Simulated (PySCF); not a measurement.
**`C#CC1=CC=C(C=O)[SiH2]1`, C7H6OSi**

Cartesian coordinates in Å; atom numbers follow the order of the lines, from 1:
```xyz
15

C    -3.3553   -0.3682   -1.4997
C    -2.3245   -0.1820   -0.9040
C    -1.1081   -0.0038   -0.2537
C    -0.9290    0.7944    0.8296
C     0.4028    0.8464    1.3577
C     1.3387    0.0958    0.7221
C     2.7229    0.0193    1.1050
O     3.5526   -0.6529    0.5319
Si    0.5540   -0.8264   -0.7306
H    -4.2586   -0.5222   -2.0100
H    -1.7246    1.3665    1.2854
H     0.6214    1.4606    2.2212
H     3.0023    0.6334    1.9872
H     1.0069   -0.3776   -2.0439
H     0.4940   -2.2754   -0.5625
```

Method: quadratic response B3LYP/def2-SVPD first hyperpolarisability, Taylor convention, gas phase (PySCF). Geometry: GFN2-xTB.

Problem. Give the tensor of the second harmonic β(−2ω;ω,ω) at 1550 nm in the axes of these coordinates.

Solution. In au, Taylor convention; rows are the first index (the induced dipole):
|  | xx | yy | zz | xy | xz | yz |
| --- | --- | --- | --- | --- | --- | --- |
| x | -1235.2 | +35.7 | -176.4 | -54.0 | -516.0 | -12.9 |
| y | -57.8 | -4.2 | -57.6 | +33.1 | -13.9 | -26.4 |
| z | -519.9 | -25.3 | -85.4 | -12.5 | -180.6 | -57.4 |

Norm of βᵢ = ⅓ Σⱼ (βᵢⱼⱼ + βⱼᵢⱼ + βⱼⱼᵢ): 1521.3 au, hyper-Rayleigh value 640.4 au.
